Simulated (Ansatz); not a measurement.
Reaction (SMILES): [SiH3][CH-][SiH3] → C[SiH-][SiH3]
Structures are relaxed separately at B3LYP-D3(BJ)/def2-TZVP in Ansatz (a first-principles code). Frequencies are from Ansatz.

Quantity: isomerisation energy (0 K, with B3LYP-D3(BJ) harmonic zero-point energies), in kJ/mol. Valence correlation only, unless marked. No spin-orbit coupling. Non-relativistic unless marked X2C. Anions need diffuse functions: aug- sets have them; def2-D sets add few; the other sets have none. CBS(X,Y): correlation extrapolated as X^-3; Hartree-Fock from the larger set. [CCSD(T)-MP2]/basis is that difference in the basis named.

```json
[
 {"level": "r2SCAN-D4/def2-TZVPD", "program": "Ansatz + dftd4", "isomerisation energy (kJ/mol)": "-6.3"},
 {"level": "B97M-V/def2-TZVPD", "program": "Ansatz", "isomerisation energy (kJ/mol)": "-6.6"},
 {"level": "PBE0-D4/def2-TZVP", "program": "Ansatz + dftd4", "isomerisation energy (kJ/mol)": "…"},
 {"level": "SCS-MP2/cc-pV(Q+d)Z", "program": "Ansatz", "isomerisation energy (kJ/mol)": "13.4"},
 {"level": "X2C-CCSD(T)/cc-pVTZ-DK", "program": "Ansatz", "isomerisation energy (kJ/mol)": "…"},
 {"level": "RI-MP2/CBS(aug-cc-pV(T+d)Z,aug-cc-pV(Q+d)Z)+[CCSD(T)-MP2]/aug-cc-pV(T+d)Z", "program": "Ansatz", "isomerisation energy (kJ/mol)": "-2.0"}
]
```

Q: What belongs in the gaps?

A: 
- PBE0-D4/def2-TZVP, isomerisation energy (kJ/mol): -15.9
- X2C-CCSD(T)/cc-pVTZ-DK, isomerisation energy (kJ/mol): -17.9
